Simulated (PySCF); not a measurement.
Compound: C2H2BCl3.
SMILES: `ClB(/C=C/Cl)Cl`

Method used: EOM-IP-CCSD/aug-cc-pVDZ in PySCF, restricted Hartree–Fock reference, 18 core orbitals frozen, non-relativistic, gas phase, PBE0-D3(BJ)/def2-SVP geometry.

Hartree–Fock orbital energies give these Koopmans values (eV): HOMO 10.64, HOMO-1 12.50, HOMO-2 12.65, HOMO-3 12.87, HOMO-4 13.26, HOMO-5 14.13, HOMO-6 14.76, HOMO-7 14.90.

Problem. What vertical ionisation energies does EOM-IP-CCSD give?

Solution. 
```json
{"leading hole (HF orbital)": "HOMO", "Koopmans (eV)": "10.64", "EOM-IP-CCSD (eV)": "10.30", "change (eV)": "-0.34", "one-hole share": "0.96"}
{"leading hole (HF orbital)": "HOMO-1", "Koopmans (eV)": "12.50", "EOM-IP-CCSD (eV)": "11.54", "change (eV)": "-0.96", "one-hole share": "0.95"}
{"leading hole (HF orbital)": "HOMO-2", "Koopmans (eV)": "12.65", "EOM-IP-CCSD (eV)": "11.58", "change (eV)": "-1.07", "one-hole share": "0.95"}
{"leading hole (HF orbital)": "HOMO-3", "Koopmans (eV)": "12.87", "EOM-IP-CCSD (eV)": "11.99", "change (eV)": "-0.88", "one-hole share": "0.95"}
{"leading hole (HF orbital)": "HOMO-4", "Koopmans (eV)": "13.26", "EOM-IP-CCSD (eV)": "12.20", "change (eV)": "-1.06", "one-hole share": "0.95"}
{"leading hole (HF orbital)": "HOMO-5", "Koopmans (eV)": "14.13", "EOM-IP-CCSD (eV)": "13.21", "change (eV)": "-0.92", "one-hole share": "0.94"}
{"leading hole (HF orbital)": "HOMO-7", "Koopmans (eV)": "14.90", "EOM-IP-CCSD (eV)": "13.65", "change (eV)": "-1.25", "one-hole share": "0.95"}
{"leading hole (HF orbital)": "HOMO-6", "Koopmans (eV)": "14.76", "EOM-IP-CCSD (eV)": "13.81", "change (eV)": "-0.95", "one-hole share": "0.94"}
```

Problem. Does the order of the lines follow the orbital energies?

Solution. No: the HOMO-7 hole (13.65 eV) falls below the HOMO-6 hole (13.81 eV). The corrections run from -1.25 to -0.34 eV, with a mean of -0.93 eV over the 8 lines; no line lies above its Koopmans value.

Problem. At what kinetic energies would He II light (40.81 eV) eject these electrons?

Solution. 30.51 eV (HOMO), 29.27 eV (HOMO-1), 29.23 eV (HOMO-2), 28.82 eV (HOMO-3), 28.61 eV (HOMO-4), 27.60 eV (HOMO-5), 27.16 eV (HOMO-7), 27.00 eV (HOMO-6).

Problem. What total energy has the lowest final state, and which wavelength reaches it?

Solution. E(CCSD) + ionisation energy = -1481.02981 + 0.37869 = -1480.65112 Eh, at the geometry of the initial state. The threshold wavelength is 1239.84 eV nm/10.30 eV = 120.4 nm.

Lines less than 0.15 eV apart could change places at a higher level. One root was sought for each valence orbital with −ε under 21 eV, eight at most, so deeper holes and satellites are missing; no vibrational structure.

The run took 7.4 min on an Arm Neoverse V2 with one thread, on a shared host, and the process peaked at 3.0 GiB of memory.

Conformer computed: `[Cl:1]/[CH:2]=[CH:3]/[B:4]([Cl:5])[Cl:6]`: C2–C3–B4–Cl5 -1°.
